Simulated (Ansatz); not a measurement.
```yaml
crystal:
  periodic: [false, false, false]
  atoms:
    - {symbol: As, position_ang: [0.667536, -1.977605, -0.666814]}
    - {symbol: Cu, position_ang: [-0.249598, 0.402784, -1.208286]}
    - {symbol: Cu, position_ang: [-1.783859, 1.086460, 0.628452]}
    - {symbol: Cu, position_ang: [1.971649, 0.020033, -0.359152]}
    - {symbol: Cu, position_ang: [-1.549932, -1.269085, -0.061482]}
    - {symbol: Cu, position_ang: [0.738599, 2.009842, 0.415155]}
    - {symbol: Cu, position_ang: [0.205594, -0.272439, 1.252138]}
basis:
  gaussian: {orbitals: def2-TZVPD, initial_orbitals: start.molden}
total_charge: -1
hamiltonian: {xc: pbe0, dispersion: d4}
scf: {omitted_lower_state_checks: [starts]}
output: {orbitals: {seedname: orbitals}}
```

The file start.molden holds the orbitals of an earlier run on this structure, at another level or in another basis.

```sh
$ ansatz run in.yaml --threads 4 --pin off --events-out ev --progress --plain --max-ram 4787MiB
```

Does this run fit into the memory that it is given?

No. It has 342 basis functions, and Ansatz plans for 4.88 GiB where 4.67 GiB are given.
